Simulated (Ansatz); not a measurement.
Q: Name a neutral molecule of C, Cl, N, O, Zr and H with LUMO energy (B3LYP/def2-TZVPP) between -1.55 and -1.25 eV and HOMO–LUMO gap (B3LYP/def2-TZVPP) between 6.65 and 6.95 eV (Ansatz, PBE0-D4/def2-TZVP geometry).

A: `C[O][Zr]([Cl])([N]=C=O)[O]C` (-1.38 eV, 6.73 eV). Other molecules can fit too; these were computed, each in one conformer that needn't be the lowest.

B3LYP here is the variant with VWN-RPA as its local correlation; programs differ in this.
